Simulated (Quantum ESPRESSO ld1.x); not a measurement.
Values are calculated unless marked as measured or tabulated.
Question: The mean radii <r> (bohr) of the occupied orbitals of an atom or ion are listed with their occupations. Level of theory: Dirac Kohn-Sham, relativistic LDA (MacDonald-Vosko exchange, VWN5 correlation), spin-unpolarised, spherical densities, point nucleus (ld1.x of Quantum ESPRESSO 7.5).

orbital  occ.      <r>
1s1/2       2  0.04289
2s1/2       2   0.1893
2p1/2       2   0.1626
2p3/2       4   0.1665
3s1/2       2   0.5155
3p1/2       2   0.5083
3p3/2       4   0.5160
3d3/2     1.6   0.4829
3d5/2     2.4   0.4852

Name the element and its charge. Open shells, if any, are shared by 2j + 1.

Answer: Z = 35, bromine, charge +13: Br13+ in [Ar] 3d4. The 1s radius gives Z: for a bare nucleus <r> = (2 gamma + 1)/(2Z) with gamma = sqrt(1 - (Z/c)^2), 0.04191 bohr for Z = 35, and screening makes it slightly larger (0.04289 here). The occupations add up to 22, and the charge is Z minus that.
